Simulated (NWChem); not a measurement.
System: C4H4N2; SMILES C=C1N=CC=N1

Here is an NWChem input.

```
start job
memory heap 200 mb stack 900 mb global 1100 mb
geometry units angstroms noautosym nocenter noautoz
  C      0.000000     0.000000    -2.030673
  C      0.000000     0.000000    -0.686588
  N      0.000000    -1.181614     0.092307
  C      0.000000    -0.736987     1.312195
  C      0.000000     0.736987     1.312195
  N      0.000000     1.181614     0.092307
  H      0.000000     0.935792    -2.578185
  H      0.000000    -0.935792    -2.578185
  H      0.000000    -1.394661     2.176430
  H      0.000000     1.394661     2.176430
end
basis spherical
  * library 6-31g*
end
dft
  xc b3lyp
  iterations 150
end
cosmo
  do_cosmo_smd true
  solvent water
end
task dft energy
```

Excerpt of the output:

```
             Northwest Computational Chemistry Package (NWChem) 7.3.0
             --------------------------------------------------------

                             Geometry "geometry" -> ""
                             -------------------------

 Output coordinates in angstroms (scale by  1.889725989 to convert to a.u.)

  No.       Tag          Charge          X              Y              Z
 ---- ---------------- ---------- -------------- -------------- --------------
    1 C                    6.0000     0.00000000     0.00000000    -2.03067300
    2 C                    6.0000     0.00000000     0.00000000    -0.68658800
    3 N                    7.0000     0.00000000    -1.18161400     0.09230700
    4 C                    6.0000     0.00000000    -0.73698700     1.31219500
    5 C                    6.0000     0.00000000     0.73698700     1.31219500
    6 N                    7.0000     0.00000000     1.18161400     0.09230700
    7 H                    1.0000     0.00000000     0.93579200    -2.57818500
    8 H                    1.0000     0.00000000    -0.93579200    -2.57818500
    9 H                    1.0000     0.00000000    -1.39466100     2.17643000
   10 H                    1.0000     0.00000000     1.39466100     2.17643000

 Effective nuclear repulsion energy (a.u.)     206.2082104342

                                 NWChem DFT Module
                                 -----------------

 Summary of "ao basis" -> "ao basis" (spherical)
 ------------------------------------------------------------------------------
       Tag                 Description            Shells   Functions and Types
 ---------------- ------------------------------  ------  ---------------------
 C                           6-31g*                  6       14   3s2p1d
 N                           6-31g*                  6       14   3s2p1d
 H                           6-31g*                  2        2   2s

 in cosmo_initialize ...
 calling solv_data for solv:h2o

 solvent parameters
 solvname_short: h2o
 solvname_long:  water
 dielec:       78.4000
 dielecinf:     1.7769
 aqueous SMD model solvent descriptors
 dielec:       78.4000
 sola:          0.8200

          ---------------
          -cosmo- solvent
          ---------------
 Cosmo: York-Karplus, doi: 10.1021/jp992097l
 dielectric constant -eps-     =  78.40
 screen = (eps-1)/(eps    )    =   0.98724
 surface charge correction     = lagrangian

   van der Waals surface
 --------------------------

 ---------- ATOMIC COORDINATES (A.U.) ------------ VDWR(ANG.) --
     1    0.00000000    0.00000000   -3.83741554     1.850
     2    0.00000000    0.00000000   -1.29746319     1.850
     3    0.00000000   -2.23292668    0.17443494     1.890
     4    0.00000000   -1.39270349    2.47968899     1.850
     5    0.00000000    1.39270349    2.47968899     1.850
     6    0.00000000    2.23292668    0.17443494     1.890
     7    0.00000000    1.76839046   -4.87206320     1.200
     8    0.00000000   -1.76839046   -4.87206320     1.200
     9    0.00000000   -2.63552714    4.11285633     1.200
    10    0.00000000    2.63552714    4.11285633     1.200
 number of segments per atom =        128
 number of   points per atom =        128
 atom (   nspa,  nppa )
 ----------------------
    1 (     68,     0 )       0
    2 (     28,     0 )       0
    3 (     64,     0 )       0
    4 (     46,     0 )       0
    5 (     46,     0 )       0
    6 (     64,     0 )       0
    7 (     54,     0 )       0
    8 (     54,     0 )       0
    9 (     54,     0 )       0
   10 (     54,     0 )       0
 number of -cosmo- surface points =      532
 molecular surface =    117.244 angstrom**2
 molecular volume  =     94.878 angstrom**3
 -lineq- algorithm             =   0
 -bem- low  level              =   3
 -bem- from -octahedral-
 gaussian surface charge width =   4.50000
 degree of switching           =   1.00000
 switching function tolerance  =   0.00010
 atomic radii =
 --------------
    1  6.000  1.850
    2  6.000  1.850
    3  7.000  1.890
    4  6.000  1.850
    5  6.000  1.850
    6  7.000  1.890
    7  1.000  1.200
    8  1.000  1.200
    9  1.000  1.200
   10  1.000  1.200
 ...... end of -cosmo- initialization ......

[...]

                                COSMO-SMD solvation results
                                ---------------------------

             internal energy in gas <Psi(g)|H|Psi(g)> =      -264.278900774191
         internal energy in solvent <Psi(s)|H|Psi(s)> =      -264.276971331694
                               delta internal energy  =         0.001929442497 (    1.21 kcal/mol)
   total free energy in solvent <Psi(s)|H+V/2|Psi(s)> =      -264.290559950499
 polarization energy contribution <Psi(s)|V/2|Psi(s)> =        -0.013588618804 (   -8.53 kcal/mol)
    total free energy in solvent including G(SMD-CDS) =      -264.290584174085
                       G(SMD-CDS) energy contribution =        -0.000024223586 (   -0.02 kcal/mol)
     1 M fixed-concentration free energy of solvation =        -0.011683399894 (   -7.33 kcal/mol)

                       DFT Final Molecular Orbital Analysis
                       ------------------------------------

 Vector   19  Occ=2.000000D+00  E=-2.988566D-01
              MO Center=  1.6D-09,  3.3D-09,  4.1D-01, r^2= 2.2D+00
   Bfn.  Coefficient  Atom+Function         Bfn.  Coefficient  Atom+Function
  ----- ------------  ---------------      ----- ------------  ---------------
    31      0.380834   3 N  px               73     -0.380834   6 N  px
    35      0.271922   3 N  px               77     -0.271922   6 N  px
    45      0.222318   4 C  px               59     -0.222318   5 C  px
    49      0.150761   4 C  px               63     -0.150761   5 C  px
    24     -0.025990   2 C  d -2

 Vector   20  Occ=2.000000D+00  E=-2.877635D-01
              MO Center= -1.4D-09,  5.2D-09,  7.1D-02, r^2= 2.7D+00
   Bfn.  Coefficient  Atom+Function         Bfn.  Coefficient  Atom+Function
  ----- ------------  ---------------      ----- ------------  ---------------
    32      0.410223   3 N  py               74      0.410223   6 N  py
    36      0.316284   3 N  py               78      0.316284   6 N  py
    18     -0.202542   2 C  py               30     -0.102210   3 N  s
    72      0.102210   6 N  s                44      0.097914   4 C  s
    58     -0.097914   5 C  s                34     -0.090881   3 N  s

 Vector   21  Occ=2.000000D+00  E=-2.773566D-01
              MO Center=  6.0D-10, -2.0D-09, -5.3D-01, r^2= 3.2D+00
   Bfn.  Coefficient  Atom+Function         Bfn.  Coefficient  Atom+Function
  ----- ------------  ---------------      ----- ------------  ---------------
     3      0.358376   1 C  px               17      0.325206   2 C  px
     7      0.268353   1 C  px               45     -0.245054   4 C  px
    59     -0.245054   5 C  px               21      0.194909   2 C  px
    49     -0.174479   4 C  px               63     -0.174479   5 C  px
    31     -0.042578   3 N  px               73     -0.042578   6 N  px

 Vector   22  Occ=0.000000D+00  E=-9.470943D-02
              MO Center= -3.3D-11, -2.3D-10, -3.2D-01, r^2= 3.7D+00
   Bfn.  Coefficient  Atom+Function         Bfn.  Coefficient  Atom+Function
  ----- ------------  ---------------      ----- ------------  ---------------
     7      0.395913   1 C  px                3      0.374061   1 C  px
    31     -0.250774   3 N  px               73     -0.250774   6 N  px
    45      0.247300   4 C  px               59      0.247300   5 C  px
    35     -0.240176   3 N  px               49      0.239235   4 C  px
    63      0.239235   5 C  px               77     -0.240176   6 N  px

 Vector   23  Occ=0.000000D+00  E= 5.122418D-02
              MO Center= -6.3D-10, -1.8D-09,  1.0D+00, r^2= 2.4D+00
   Bfn.  Coefficient  Atom+Function         Bfn.  Coefficient  Atom+Function
  ----- ------------  ---------------      ----- ------------  ---------------
    49      0.596057   4 C  px               63     -0.596057   5 C  px
    45      0.414977   4 C  px               59     -0.414977   5 C  px
    35     -0.354953   3 N  px               77      0.354953   6 N  px
    31     -0.257844   3 N  px               73      0.257844   6 N  px
    24      0.027748   2 C  d -2

 Vector   24  Occ=0.000000D+00  E= 7.595729D-02
              MO Center=  2.5D-10,  2.3D-09, -6.3D-01, r^2= 2.5D+00
   Bfn.  Coefficient  Atom+Function         Bfn.  Coefficient  Atom+Function
  ----- ------------  ---------------      ----- ------------  ---------------
    21      0.679830   2 C  px               17      0.514624   2 C  px
     7     -0.494683   1 C  px               35     -0.397975   3 N  px
    77     -0.397975   6 N  px               31     -0.295876   3 N  px
    73     -0.295876   6 N  px                3     -0.254768   1 C  px
    49      0.149391   4 C  px               63      0.149391   5 C  px

     Multipole analysis of the density
     ---------------------------------

     L   x y z        total         alpha         beta         nuclear
     -   - - -        -----         -----         ----         -------
     0   0 0 0     -0.000000    -21.000000    -21.000000     42.000000

     1   1 0 0      0.000000      0.000000      0.000000      0.000000
     1   0 1 0      0.000000      0.000000      0.000000     -0.000000
     1   0 0 1      0.305720      0.217524      0.217524     -0.129329

     2   2 0 0    -26.195293    -13.097647    -13.097647      0.000000
     2   1 1 0     -0.000000     -0.000000     -0.000000      0.000000
     2   1 0 1      0.000000      0.000000      0.000000      0.000000
     2   0 2 0    -29.235682    -71.230518    -71.230518    113.225354
     2   0 1 1      0.000000      0.000000      0.000000     -0.000000
     2   0 0 2    -16.009448   -134.990955   -134.990955    253.972462
```

Level: B3LYP/6-31G* (spherical d), SMD on the gas-phase geometry. Coordinates come from a B3LYP/6-31G* (spherical d) optimisation. B3LYP is NWChem's, with the RPA form of VWN correlation. Solvent: water.
